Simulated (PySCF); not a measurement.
Species: `C=Cc1cccc(C)p1`. The columns A, B, C and D hold Mulliken, IAO, Hirshfeld and ESP-fitted charges (e) of one PBE0/pcSseg-1 density (PySCF), in a shuffled order. Coordinates in Å (GFN2-xTB); the density's dipole moment is (0.42, 0.56, 1.46) D.

| atom | x | y | z | A | B | C | D |
| --- | --- | --- | --- | --- | --- | --- | --- |
| C1 | -3.416 | -0.906 | -0.342 | -0.434 | -0.310 | -0.115 | -0.096 |
| C2 | -2.206 | -0.864 | -0.889 | -0.203 | -0.134 | -0.114 | -0.053 |
| C3 | -0.979 | -0.359 | -0.285 | +0.344 | -0.203 | -0.474 | -0.054 |
| C4 | -0.918 | 0.062 | 1.038 | -0.371 | -0.138 | -0.026 | -0.045 |
| C5 | 0.226 | 0.546 | 1.642 | -0.001 | -0.137 | -0.086 | -0.041 |
| C6 | 1.441 | 0.666 | 0.985 | -0.458 | -0.147 | +0.005 | -0.049 |
| C7 | 1.647 | 0.312 | -0.336 | +0.480 | -0.189 | -0.579 | -0.042 |
| C8 | 3.015 | 0.481 | -0.934 | -0.556 | -0.422 | -0.149 | -0.121 |
| P9 | 0.400 | -0.337 | -1.369 | -0.348 | +0.323 | +0.533 | +0.080 |
| H10 | -3.623 | -0.552 | 0.654 | +0.185 | +0.143 | +0.121 | +0.045 |
| H11 | -4.258 | -1.302 | -0.882 | +0.190 | +0.158 | +0.122 | +0.050 |
| H12 | -2.080 | -1.229 | -1.903 | +0.180 | +0.148 | +0.098 | +0.040 |
| H13 | -1.816 | 0.003 | 1.637 | +0.191 | +0.147 | +0.098 | +0.048 |
| H14 | 0.173 | 0.845 | 2.680 | +0.135 | +0.156 | +0.091 | +0.053 |
| H15 | 2.286 | 1.059 | 1.539 | +0.203 | +0.146 | +0.086 | +0.050 |
| H16 | 3.321 | 1.527 | -0.899 | +0.146 | +0.155 | +0.135 | +0.048 |
| H17 | 3.028 | 0.151 | -1.972 | +0.174 | +0.150 | +0.119 | +0.041 |
| H18 | 3.748 | -0.099 | -0.375 | +0.143 | +0.154 | +0.134 | +0.048 |

Which column most likely holds the ESP-fitted charges?

A. Σ q r misses the density's dipole by 0.03 D (A), 1.44 D (D), 2.28 D (B), 3.37 D (C). Charges fitted to the outside potential are the only set here that is tied to the molecule's multipoles.

And the Hirshfeld charges?

D. The mean sizes are 0.056 e (D), 0.171 e (C), 0.187 e (B), 0.264 e (A), and Hirshfeld charges are commonly the smallest of these schemes.

As computed, A = ESP-fitted, B = IAO, C = Mulliken, D = Hirshfeld. Hydrogens on carbon: ESP-fitted +0.14 to +0.20, IAO +0.14 to +0.16, Mulliken +0.09 to +0.13, Hirshfeld +0.04 to +0.05 e.

The Mulliken scheme counts on each atom the diagonal of the density matrix times the overlap matrix over that atom's basis functions. The IAO scheme projects the occupied orbitals on a minimal set of polarised atomic orbitals and counts the electrons in each atom's part of it.

The structure is a single GFN2-xTB conformer in the gas phase; no vibrational or solvent corrections.

These values come from a run that also computed NMR shieldings. The run took about 90 s of CPU time (one thread, shared machine).

Shape of the structure used: `[CH2:1]=[CH:2][c:3]1[cH:4][cH:5][cH:6][c:7]([CH3:8])[p:9]1`: C1–C2–C3–C4 5°.
